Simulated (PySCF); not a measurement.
**Which determinant of CaCl lies lowest?**

Unrestricted PBE0; Ca x2c-SVPall, Cl x2c-SVPall; spin-free X2C with a Gaussian nucleus (PySCF 2.14). Outer shells of the fragments: Ca 4s2; Cl 3s2 3p5.

Followed along the bond (rough minima from three points):

```tsv
2Ms+1	unpaired	⟨S²⟩ at the start	R at minimum (Å)	Te (eV)
2	σ ↑	0.75	2.43	0.00
4	σ ↑, π ↑↑	3.75	none in the scan	≤ 6.38
```

Solutions found at the starting distance of 2.560 Å, counted from the lowest of them; the search is not exhaustive and high or unbound solutions are not listed, so other states can lie among these:

```csv
2Ms+1,unpaired,term,E (eV),⟨S²⟩,⟨Lz²⟩,μ (D)
2,σ ↑,²Σ⁺,0.00,0.75,0.00,-4.75
2,π ↑,²Π,1.98,0.75,1.00,-4.85
2,δ ↑,²Δ,2.23,0.75,4.00,-8.30
4,"σ ↑, π ↑↑",mixed,6.54,3.75,2.02,1.41
4,"σ ↑, π ↑, δ ↑",mixed,6.57,3.75,3.78,3.53
4,"σ ↑, π ↑, δ ↑",mixed,6.58,3.75,5.00,2.34
```

A term symbol is given only where ⟨S²⟩ and ⟨Lz²⟩ are close to those of a pure state; real π, δ and φ orbitals otherwise mix terms. A positive dipole means Ca(−)Cl(+).

Counting both spins, an empty level lies below a filled one in some of these solutions, because spin and occupation are held.
